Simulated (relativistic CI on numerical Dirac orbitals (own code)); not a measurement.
Transition arrays of Zr21+

Computed by Dirac-Coulomb-Breit CI, KLI orbitals optimised for each configuration, model QED (radiative potential, 1s self-energy scaled to tabulated hydrogen-like ionisation energies), valence Slater integrals scaled by 0.9, whole transition arrays (own radial code, finite nucleus).

Configurations in the expansion (outside the closed core [Ne] 3s2): 3p6.3d, 3p6.4f, 3p5.3d2, 3p6.4p, 3p6.5f. Levels of other configurations are missing.

All E1 lines from the levels of 3p6.3d; mean and standard deviation are weighted by gf, and upper levels are sorted by their leading configuration.

```
Upper configuration  Lines   Σgf  Mean (eV)  Mean (nm)  σ (eV)  Strongest line (nm)
             3p6.4f      3   8.7     492.03      2.520    1.59                2.526
            3p5.3d2     60  17.9     154.27      8.037    9.25                7.782
             3p6.4p      3   0.3     402.01      3.084    1.53                3.079
             3p6.5f      3   2.2     647.16      1.916    1.64                1.920
```

Σgf per state of the lower configuration in bins of 0.2 nm over the central range (centre: value): 1.9: 0.22, 2.5: 0.87, 3.1: 0.03, 7.7: 1.11, 8.1: 0.03, 8.3: 0.30, 8.5: 0.17, 8.7: 0.07, 9.1: 0.02, 9.3: 0.02.

Task: How do configuration mixing and the scaling of the Slater integrals move the arrays?

Result: Slater scale 0.9, no configuration mixing: 3p6.4f 491.7 ± 1.6 eV (Σgf 7.9), 3p5.3d2 154.3 ± 9.2 eV (Σgf 18.2), 3p6.4p 401.9 ± 1.5 eV (Σgf 0.4), 3p6.5f 647.0 ± 1.6 eV (Σgf 1.9); Slater scale 1: 3p6.4f 492.1 ± 1.6 eV (Σgf 8.8), 3p5.3d2 157.5 ± 9.7 eV (Σgf 18.2), 3p6.4p 402.0 ± 1.5 eV (Σgf 0.3), 3p6.5f 647.2 ± 1.6 eV (Σgf 2.2); Slater scale 0.8: 3p6.4f 492.0 ± 1.6 eV (Σgf 8.6), 3p5.3d2 151.1 ± 8.8 eV (Σgf 17.6), 3p6.4p 402.0 ± 1.5 eV (Σgf 0.3), 3p6.5f 647.1 ± 1.6 eV (Σgf 2.2). With mixing, levels are counted to their leading configuration, so an array can shrink or vanish into another, and the sums then hold other lines.
